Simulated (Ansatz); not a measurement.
diboron tetrachloride anion (B2Cl4), SMILES ClB(Cl)B(Cl)Cl (connectivity only; charge and spin as stated), charge -1, multiplicity 2.

Geometry: PBE0-D3(BJ)/def2-SVPD. The multiplicity is an assumed one; no other spin state was optimised. The values are those of a single conformer.

Two levels are set side by side: PBE/def2-SVPD (Ansatz, a quantum-chemistry and plane-wave program) and PBE0/def2-SVPD (Ansatz). Energy differences of separate SCF runs at the same geometry; the states with an electron removed or added have multiplicity 1. Differences are taken from unrounded values.

```json
[
 {"quantity": "vertical ionisation energy (eV)", "PBE": "2.33"}
]
```

**Question.** These are the PBE values. What does PBE0 give? (Estimate from the structure and the level; the computed values follow.)

**Answer.** 
| quantity | PBE0 | PBE minus PBE0 |
|---|---|---|
| vertical ionisation energy (eV) | 2.46 | -0.14 |
